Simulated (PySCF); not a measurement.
Al(H)2(SH) (AlH3S), SMILES [AlH2][SH].

Coordinates come from a PBE0-D3(BJ)/def2-TZVP optimisation.

Method: HF/def2-TZVPD run with PySCF.

Symmetry labels are those of the subgroup Cs that the program uses (full group Cs).

Computed valence orbital energies around the gap with their symmetry:
```csv
orbital,symmetry,energy (eV)
HOMO−7,A',-87.63
HOMO−6,A',-87.60
HOMO−5,A',-25.97
HOMO−4,A',-15.69
HOMO−3,A',-14.48
HOMO−2,A',-12.03
HOMO−1,A',-11.57
HOMO,A",-10.53
LUMO,A",1.09
LUMO+1,A',1.20
LUMO+2,A',1.79
LUMO+3,A',1.95
```
